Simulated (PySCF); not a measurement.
Compound: Si(vinyl)2(pyrrolidide)2, C12H22N2Si.
Structure used (PBE0-D3(BJ)/def2-SVP), in Å, numbered top down from 1:
```
atom  x, y, z in Å
Si1    0.7960    0.0188    0.5797
C2     0.8015   -0.0212    2.4532
C3     0.5410    1.0700    3.1829
H4     1.0673   -0.9457    2.9837
H5     0.2798    2.0199    2.7006
H6     0.5772    1.0723    4.2785
C7     2.5541    0.0808   -0.0665
C8     3.1565   -0.9935   -0.5900
H9     3.1362    1.0088    0.0174
H10    2.6230   -1.9469   -0.6885
H11    4.1961   -0.9784   -0.9382
N12   -0.0081    1.4387   -0.0036
C13    0.5699    2.4913   -0.8307
C14   -0.6405    3.2268   -1.4019
C15   -1.6802    3.0684   -0.2982
C16   -1.4417    1.6375    0.1731
H17    1.2172    2.0851   -1.6262
H18    1.1959    3.1877   -0.2368
H19   -0.9890    2.7245   -2.3196
H20   -0.4217    4.2742   -1.6568
H21   -1.4702    3.7756    0.5217
H22   -2.7132    3.2429   -0.6335
H23   -1.7512    1.4858    1.2217
H24   -2.0337    0.9251   -0.4373
N25   -0.0127   -1.4146    0.0374
C26   -0.4839   -2.5223    0.8594
C27   -1.4128   -3.3043   -0.0666
C28   -0.7816   -3.0808   -1.4360
C29   -0.3609   -1.6162   -1.3643
H30   -1.0057   -2.1722    1.7660
H31    0.3491   -3.1703    1.2005
H32   -2.4225   -2.8613   -0.0450
H33   -1.5053   -4.3640    0.2137
H34    0.1083   -3.7226   -1.5500
H35   -1.4581   -3.2944   -2.2767
H36    0.4865   -1.3909   -2.0348
H37   -1.1968   -0.9581   -1.6778
```

Method: TDDFT CAM-B3LYP/def2-SVPD, vertical, gas phase, core orbitals frozen in the response in PySCF.

Ground-to-excited transition dipoles (e·a0, same axes as the geometry; the sign carries no meaning), for the states with f of 0.002 or more among the lowest 9:

```tsv
state	E (eV)	μx	μy	μz
S1	4.970	0.051	0.142	-0.060
S3	5.734	-0.065	0.125	0.006
S4	5.764	-0.233	-0.045	-0.172
S6	6.234	0.038	-0.471	-0.059
S7	6.324	0.010	-0.166	0.015
S8	6.422	-0.171	0.011	-0.125
S9	6.500	0.518	-0.508	-0.751
```

Work out the oscillator strengths.

f = (2/3) ΔE |μ|² with ΔE in hartree (27.2114 eV).

```
state  |μ|² (au)  |μ| (D)      f
   S1      0.026     0.41  0.003
   S3      0.020     0.36  0.003
   S4      0.086     0.74  0.012
   S6      0.227     1.21  0.035
   S7      0.028     0.42  0.004
   S8      0.045     0.54  0.007
   S9      1.091     2.65  0.174
```

What angle do the transition dipoles of S4 and S6 make?

|cos θ| = |μa·μb| / (|μa| |μb|) = 0.16, so θ ≈ 81° (taken between 0 and 90°, since the signs are arbitrary).

How is the summed strength of these states shared among x, y and z?

(2/3) Σ ΔE μα² gives 0.056 for x, 0.084 for y and 0.097 for z, 0.238 in all.

What peak molar absorption coefficient would the strongest computed level give as a lone Gaussian band 0.4 eV wide at half height?

ε(max) = 2.175×10⁸ f / FWHM, with the width in cm⁻¹. S9: 2.175×10⁸ × 0.1737 / 3226 ≈ 12000 L mol⁻¹ cm⁻¹.

One conformer stands for the species.
